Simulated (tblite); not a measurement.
CH6ClFOSi2.
SMILES with atom numbers: `[F:1][Si@H:2]([CH2:3][Cl:4])[O:5][SiH3:6]` (hydrogens: H7 on Si2; H8, H9 on C3; H10, H11, H12 on Si6)

Computed with GFN2-xTB (tblite), gas phase: Langevin dynamics at 200 K from the optimised GFN2-xTB geometry, time step 0.5 fs, friction 0.01 fs⁻¹, 2000 steps. The instantaneous temperature is 2·E(kin)/(3Nk) with all 3N coordinates.

| t (fs) | T (K) | E(pot) above start (eV) | F1–Si2 (Å) | Si2–C3 (Å) | C3–Cl4 (Å) | Si2–O5 (Å) | O5–Si6 (Å) | Si2–H7 (Å) | F1–Si2–C3–Cl4 (°) |
| --- | --- | --- | --- | --- | --- | --- | --- | --- | --- |
| 0 | 174 | 0.000 | 1.608 | 1.903 | 1.785 | 1.596 | 1.636 | 1.446 | -170 |
| 25 | 138 | 0.154 | 1.602 | 1.893 | 1.809 | 1.584 | 1.638 | 1.535 | -174 |
| 50 | 233 | 0.204 | 1.610 | 1.927 | 1.753 | 1.648 | 1.669 | 1.490 | -171 |
| 75 | 199 | 0.267 | 1.597 | 1.880 | 1.787 | 1.587 | 1.616 | 1.367 | -174 |
| 100 | 236 | 0.193 | 1.613 | 1.927 | 1.764 | 1.613 | 1.676 | 1.434 | -170 |
| 125 | 168 | 0.274 | 1.609 | 1.923 | 1.782 | 1.572 | 1.628 | 1.498 | -167 |
| 150 | 152 | 0.305 | 1.592 | 1.923 | 1.807 | 1.611 | 1.667 | 1.527 | -162 |
| 175 | 205 | 0.288 | 1.616 | 1.899 | 1.798 | 1.603 | 1.651 | 1.446 | -154 |
| 200 | 209 | 0.257 | 1.633 | 1.924 | 1.806 | 1.593 | 1.632 | 1.395 | -146 |
| 225 | 248 | 0.253 | 1.588 | 1.893 | 1.762 | 1.617 | 1.653 | 1.427 | -140 |
| 250 | 215 | 0.188 | 1.658 | 1.945 | 1.798 | 1.600 | 1.616 | 1.494 | -140 |
| 275 | 225 | 0.234 | 1.584 | 1.894 | 1.760 | 1.591 | 1.672 | 1.473 | -139 |
| 300 | 191 | 0.367 | 1.630 | 2.001 | 1.833 | 1.552 | 1.652 | 1.404 | -144 |
| 325 | 230 | 0.397 | 1.624 | 1.822 | 1.780 | 1.587 | 1.695 | 1.385 | -144 |
| 350 | 281 | 0.419 | 1.597 | 2.030 | 1.791 | 1.598 | 1.622 | 1.433 | -151 |
| 375 | 132 | 0.514 | 1.650 | 1.828 | 1.820 | 1.671 | 1.636 | 1.465 | -154 |
| 400 | 278 | 0.274 | 1.559 | 1.970 | 1.778 | 1.622 | 1.595 | 1.462 | -164 |
| 425 | 279 | 0.254 | 1.642 | 1.863 | 1.735 | 1.591 | 1.692 | 1.472 | -172 |
| 450 | 260 | 0.427 | 1.620 | 1.925 | 1.858 | 1.560 | 1.661 | 1.478 | 178 |
| 475 | 304 | 0.248 | 1.575 | 1.935 | 1.724 | 1.595 | 1.646 | 1.487 | 169 |
| 500 | 284 | 0.319 | 1.658 | 1.845 | 1.881 | 1.644 | 1.634 | 1.442 | 168 |
| 525 | 274 | 0.289 | 1.589 | 1.974 | 1.741 | 1.643 | 1.600 | 1.413 | 164 |
| 550 | 216 | 0.194 | 1.577 | 1.873 | 1.802 | 1.585 | 1.653 | 1.446 | 163 |
| 575 | 189 | 0.136 | 1.651 | 1.914 | 1.785 | 1.592 | 1.693 | 1.451 | 164 |
| 600 | 168 | 0.146 | 1.591 | 1.901 | 1.799 | 1.610 | 1.636 | 1.468 | 168 |
| 625 | 138 | 0.147 | 1.619 | 1.929 | 1.794 | 1.602 | 1.636 | 1.447 | 170 |
| 650 | 160 | 0.162 | 1.636 | 1.869 | 1.776 | 1.601 | 1.658 | 1.450 | 170 |
| 675 | 110 | 0.187 | 1.587 | 1.910 | 1.813 | 1.562 | 1.639 | 1.460 | 173 |
| 700 | 113 | 0.149 | 1.617 | 1.921 | 1.765 | 1.586 | 1.657 | 1.503 | 172 |
| 725 | 137 | 0.215 | 1.633 | 1.846 | 1.819 | 1.613 | 1.625 | 1.490 | 173 |
| 750 | 129 | 0.176 | 1.592 | 1.932 | 1.751 | 1.622 | 1.630 | 1.423 | 176 |
| 775 | 151 | 0.158 | 1.624 | 1.895 | 1.798 | 1.586 | 1.612 | 1.418 | -179 |
| 800 | 158 | 0.159 | 1.621 | 1.874 | 1.786 | 1.608 | 1.656 | 1.463 | -175 |
| 825 | 153 | 0.224 | 1.604 | 2.013 | 1.793 | 1.598 | 1.618 | 1.462 | -174 |
| 850 | 176 | 0.150 | 1.613 | 1.830 | 1.812 | 1.592 | 1.629 | 1.450 | -178 |
| 875 | 146 | 0.289 | 1.598 | 1.998 | 1.771 | 1.621 | 1.707 | 1.450 | 174 |
| 900 | 221 | 0.213 | 1.649 | 1.831 | 1.798 | 1.580 | 1.607 | 1.461 | 166 |
| 925 | 270 | 0.158 | 1.621 | 1.901 | 1.811 | 1.623 | 1.659 | 1.428 | 164 |
| 950 | 256 | 0.158 | 1.574 | 1.941 | 1.772 | 1.622 | 1.622 | 1.413 | 162 |
| 975 | 240 | 0.229 | 1.647 | 1.861 | 1.820 | 1.596 | 1.594 | 1.472 | 158 |
| 1000 | 190 | 0.279 | 1.600 | 1.967 | 1.780 | 1.609 | 1.697 | 1.469 | 157 |

**Question.** From 500 fs on, how do temperature and potential energy compare with equipartition?

**Answer.** The mean temperature of these 21 frames is 185 K against the target 200 K, and the mean potential energy 0.20 eV against 30 × kT/2 = 0.26 eV for 30 classical harmonic modes. For 12 atoms in a canonical ensemble the temperature itself scatters by T·√(2/(3N)) = 47 K; here its standard deviation is 53 K. The whole run lasts only 10 friction times of 100 fs, so these averages carry a wide statistical error.

**Question.** What are the kinetic and total energies of the listed frame with the highest potential energy?

**Answer.** The one at 375 fs, 0.514 eV above the start. Its kinetic energy is 3NkT/2 = 0.204 eV at 132 K, so the sum is 0.72 eV; over the listed frames the sum runs from 0.27 to 0.85 eV, since the thermostat adds and removes energy.

**Question.** How much do the listed bonds fluctuate from 500 fs on?

**Answer.** 
| bond | at the start (Å) | mean (Å) | standard deviation (Å) |
| --- | --- | --- | --- |
| F1–Si2 | 1.608 | 1.614 | 0.024 |
| Si2–C3 | 1.903 | 1.906 | 0.051 |
| C3–Cl4 | 1.785 | 1.794 | 0.029 |
| Si2–O5 | 1.596 | 1.605 | 0.020 |
| O5–Si6 | 1.636 | 1.641 | 0.030 |
| Si2–H7 | 1.446 | 1.451 | 0.023 |

The motion is classical and holds no zero-point motion.

What follows is the cost of the whole dynamics run. Hardware: an Arm Neoverse V1 with one thread, shared host with 32 logical CPUs at a one-minute load of 14. Cost: 13 s of wall time, 0.18 GiB resident at most.
